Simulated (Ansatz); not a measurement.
Job for Ansatz (a first-principles code): R-CCSD(T)/aug-cc-pVDZ on H2 (SMILES [H][H]) with ghost functions, monomers drawn apart or pushed together.

Ansatz 0.2 input:
```yaml
crystal:
  periodic: [false, false, false]
  atoms:
    - {symbol: H, position_ang: [0.01501223, 0.41293252, -0.44022360]}
    - {symbol: H, position_ang: [-0.07755115, -0.19628376, -0.01959170]}
basis:
  gaussian:
    orbitals: aug-cc-pVDZ
    ghost_atoms:
      - {symbol: O, position_ang: [-0.10845970, -1.22546898, 3.58236614]}
      - {symbol: C, position_ang: [0.10037316, -0.21912080, 4.19749643]}
      - {symbol: O, position_ang: [0.29649120, 0.99283553, 3.65509310]}
      - {symbol: H, position_ang: [0.16035924, -0.14955667, 5.29113030]}
      - {symbol: H, position_ang: [0.23770063, 0.89891940, 2.68889671]}
magnetization: {spin_polarized: false}
correlation: {method: ccsd_t, electrons: outside_noble_gas}
scf: {lower_state_search: off}
```

Output:

```
WARN ansatz: RAYON_NUM_THREADS=1 ignored (pool sized by the plan → 1); use --threads N
Functional definition: HF
these checks for a lower state are left out or cut short: stability, starts, cluster_reference, orbital_swaps, neighbouring_geometries, increment
integrals: 0.12 GiB planned
721 factors; integrals over basis functions are off by at most 1.3e-3 eV
mean field: 0.12 GiB planned
mean field evaluation 1: about -30.6243 eV, gradient 3.7e0 eV
mean field evaluation 2: about -30.6234 eV, gradient 3.7e0 eV
mean field evaluation 4: about -30.7174 eV, gradient 5.9e-2 eV
mean field evaluation 8: about -30.7174 eV, gradient 8.3e-8 eV
mean field -30.71742538 eV, -1.1288445617 hartree, gradient 1.5e-7 eV, S^2 0.000000; 0 other end points of the search recorded, 0 dependent functions left out
reference -30.71742538 eV, -1.1288445617 hartree; 1, 1 occupied and 104, 104 virtual orbitals, 721 factors
second order -0.74600338 eV of doubles, -0.00000000 eV of singles
coupled cluster: 0.40 GiB planned
cycle   1  -0.91166501 eV  change   -1.7e-1 eV  update   2.6e-2
cycle   2  -0.97837275 eV  change   -6.7e-2 eV  update   9.1e-3
cycle   3  -0.97946923 eV  change   -1.1e-3 eV  update   1.3e-3
cycle   4  -0.97952801 eV  change   -5.9e-5 eV  update   1.6e-4
cycle   5  -0.97950159 eV  change    2.6e-5 eV  update   3.3e-5
cycle   6  -0.97949488 eV  change    6.7e-6 eV  update   8.4e-6
cycle   7  -0.97949623 eV  change   -1.4e-6 eV  update   2.2e-6
perturbative correction -0.00000000 eV, -0.0000000000 hartree
Total energy: -31.69692161 eV, -1.1648403843 hartree
Checks for a lower state left out: stability, starts, cluster_reference, orbital_swaps, neighbouring_geometries, increment
```

The run converged.

Cost: very roughly 1.3 core-seconds.
